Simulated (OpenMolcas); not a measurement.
## OpenMolcas run: Ar⁺

Input:

```
&GATEWAY
Coord
1

Ar 0.0 0.0 0.0
Basis=ANO-RCC-VTZP
Group=XYZ
NoMove
AngMom=0.0 0.0 0.0
AMFI
&SEWARD
&RASSCF
FileOrb=start.orb
Symmetry=2
Spin=2
nActEl=7 0 0
Inactive=2 3
Ras2=1 3
CIRoot=3 3 1
SDav=3
CIMx=300
Iter=120 100
PrWF=0.3
OrbListing=Nothing
MaxOrb=0
Atom
>>> COPY $Project.JobIph JOB001
&RASSCF
FileOrb=start.orb
Symmetry=1
Spin=2
nActEl=7 0 0
Inactive=2 3
Ras2=1 3
CIRoot=1 1 1
SDav=1
CIMx=300
Iter=120 100
PrWF=0.3
OrbListing=Nothing
MaxOrb=0
Atom
>>> COPY $Project.JobIph JOB002
&RASSI
NrOfJobIphs=2 3 1
1 2 3
1
IphNames
JOB001
JOB002
EJob
SpinOrbit
DIPRint=1.0
SOCoupling=1000.0
Subsets=2
MEES
Property=10
'ANGMOM' 1 'ANGMOM' 2 'ANGMOM' 3 'MLTPL  1' 1 'MLTPL  1' 2 'MLTPL  1' 3
'AMFI' 1 'AMFI' 2 'AMFI' 3 'MLTPL  2' 6
SOProperty=3
'ANGMOM' 1 'ANGMOM' 2 'ANGMOM' 3
```

A driver script runs the steps one by one and writes start.orb anew before each from the orbitals found so far.

Output, cut to the results:

```
--- SEWARD ---
Basis set label: AR.ANO-RCC...5S4P2D1F.

      Electronic valence basis set:
      ------------------
      Associated Effective Charge  18.000000 au
      Associated Actual Charge     18.000000 au
      Nuclear Model: Point charge

      Shell  nPrim  nBasis  Cartesian Spherical Contaminant
         s      17       5        X
         p      12       4        X
         d       5       2                 X
         f       4       1                 X
                  Relativistic Douglas-Kroll-Hess integrals:
                    - DKH order of Hamiltonian: 2
                    - DKH order of Properties : 0
                  Atomic mean-field integrals
--- RASSCF ---
Wave function specifications:
      -----------------------------

      Number of closed shell electrons          10
      Number of electrons in active shells       7
      Max number of holes in RAS1 space          0
      Max nr of electrons in RAS3 space          0
      Number of inactive orbitals                5
      Number of active orbitals                  4
      Number of secondary orbitals              25
      Spin quantum number                      0.5
      State symmetry                             2
Orbital specifications:
      -----------------------

      Symmetry species                           1   2
                                                ag  au
      Frozen orbitals                            0   0
      Inactive orbitals                          2   3
      Active orbitals                            1   3
      RAS1 orbitals                              0   0
      RAS2 orbitals                              1   3
      RAS3 orbitals                              0   0
      Secondary orbitals                        12  13
      Deleted orbitals                           0   0
      Number of basis functions                 15  19
      Number of CSFs                             3
      Number of root(s) required                 3
      Iter CI   SX   CI       RASSCF       Energy    max ROT     max BLB   max BLB  Level Ln srch  Step   QN
          iter iter root      energy       change     param      element    value   shift minimum  type update
 Nr of preliminary CI iterations:   1
 ###############################################################################
 ###############################################################################
 ###                                                                         ###
 ###                                                                         ###
 ###    WARNING: Problems in orbital optimization.                           ###
 ###                                                                         ###
 ###                                                                         ###
 ###############################################################################
 ###############################################################################
  Warning: In symmetry  1, orbital p=   3 has diagonal density matrix element D(p,p) close to two. (2 - D(p,p))=  0.000000E+00
        1   1    2    0  -528.08333144    0.00E+00  -1.83E-08    3   5 1  1.69E-07   0.50   0.00    SX    NO
        ...
 ###############################################################################
 ###############################################################################
  Warning: In symmetry  1, orbital p=   3 has diagonal density matrix element D(p,p) close to two. (2 - D(p,p))=  4.440892E-16
        4   1    1    0  -528.08333144    1.14E-13   0.00E+00    3   5 1  5.61E-08   0.50   0.00    SX    NO
      Convergence after  4 iterations
        5   1    1    0  -528.08333144    1.14E-13   0.00E+00    3   5 1  5.61E-08   0.50   0.00    SX    NO
      Natural orbitals and occupation numbers for root  1
      sym 1:   2.000000
      sym 2:   2.000000   1.000000   2.000000
      Natural orbitals and occupation numbers for root  2
      sym 1:   2.000000
      sym 2:   2.000000   2.000000   1.000000
      Natural orbitals and occupation numbers for root  3
      sym 1:   2.000000
      sym 2:   1.000000   2.000000   2.000000
::    RASSCF root number  1 Total energy:   -528.08333144
::    RASSCF root number  2 Total energy:   -528.08333144
::    RASSCF root number  3 Total energy:   -528.08333144
--- RASSCF ---
Wave function specifications:
      -----------------------------

      Number of closed shell electrons          10
...
--- RASSI ---
SPIN-FREE ENERGIES:
  (Shifted by EMIN (a.u.) =       -528.0833314372)

 SF State       Relative EMIN(au)   Rel lowest level(eV)    D:o, cm**(-1)      L_eff

     1             0.0000000000        0.0000000000              0.0000         1.0
     2             0.0000000000        0.0000000000              0.0000         1.0
     3             0.0000000000        0.0000000000              0.0000         1.0
     4             0.6862167107       18.6729079631         150607.1596         0.0
     Dipole printing threshold changed to   1.00000000E+00

++ Dipole transition strengths (spin-free states):
   -----------------------------------------------
     for osc. strength at least  1.00000000E+00

  ( Max oscillator strength is only   0.31410724210659452      )
--
Eigenvalues of complex Hamiltonian:
   -----------------------------------
  (Shifted by EMIN (a.u.) =       -528.0833314372)

 SO State       Relative EMIN(au)   Rel lowest level(eV)    D:o, cm**(-1)     J-value

     1            -0.0020281290        0.0000000000              0.0000         1.0
     2            -0.0020281290        0.0000000000              0.0000         1.3
     3            -0.0020281290        0.0000000000              0.0000         1.0
     4            -0.0020281290        0.0000000000              0.0000         1.3
     5             0.0040562579        0.1655646021           1335.3686         0.4
     6             0.0040562579        0.1655646021           1335.3686         0.4
     7             0.6862167107       18.7280961638         151052.2825         0.4
     8             0.6862167107       18.7280961638         151052.2825         0.4
Weights of the five most important spin-orbit-free states for each spin-orbit state.

 SO State  Total energy (au)           Spin-free states, spin, and weights
 -------------------------------------------------------------------------------------------------------
...
```

The J values that RASSI prints are effective ones from its own formula and need not be integers or half-integers; the table below assigns J from the states.

Levels above the lowest, from the spin-orbit matrix, grouped by J:

| Configuration | Term | J | E (cm-1) | Measured (cm-1) | Term weight % |
| --- | --- | --- | --- | --- | --- |
| 3s2 3p5 | 2P* | 3/2 | 0.0 | 0.0 | 100 |
| 3s2 3p5 | 2P* | 1/2 | 1335 | 1432 | 100 |
| 3s 3p6 | 2S | 1/2 | 151052 | 108722 | 100 |

Against the 2 measured excited levels shown (NIST Handbook of Basic Atomic Spectroscopic Data) the mean absolute deviation is 21000 cm-1; the largest miss in energy is 3s 3p6 2S 1/2: computed 151052, measured 108722 cm-1 (+38.9 %).

Without dynamic correlation excited terms often stand tens of per cent too high (terms of higher spin than the ground term too low), and those without a measured partner can miss by more than the paired ones. Measured partners are found by configuration, term and J. A level has none where our copy of the source lacks it or the pairing is in doubt (some pairs that miss far off the trend of their configuration count as doubtful), and it then counts in no deviation. Only configurations of the active space appear.

The term weight is that of the spin-free term in the level, not the purity of its configuration. * marks odd parity.
